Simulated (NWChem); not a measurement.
Species: thionyl fluoride (SOF2); SMILES O=S(F)F

Results from NWChem. Pople sets run with spherical d functions. The geometry was optimised at PBE0/def2-SVP. Core excitations by TDA in a window of 1s orbitals, non-relativistic and unshifted: absolute energies depend strongly on the exact-exchange share.

For level O K edge, BHandHLYP/6-311G**:

| Quantity | Result |
|---|---|
| first 1s excitation (eV) | 530.6 |
| dipole oscillator strength of the first | 0.0333 |
| first state with f > 0.002 (eV) | 530.6 |
| dipole oscillator strength of that state | 0.0333 |

Question: What are these values for level O K edge, PBE0/def2-TZVP?

Answer: The first 1s excitation (eV) is 520.0. The dipole oscillator strength of the first is 0.0240 and the first state with f > 0.002 (eV) is 520.0. The dipole oscillator strength of that state is 0.0240.
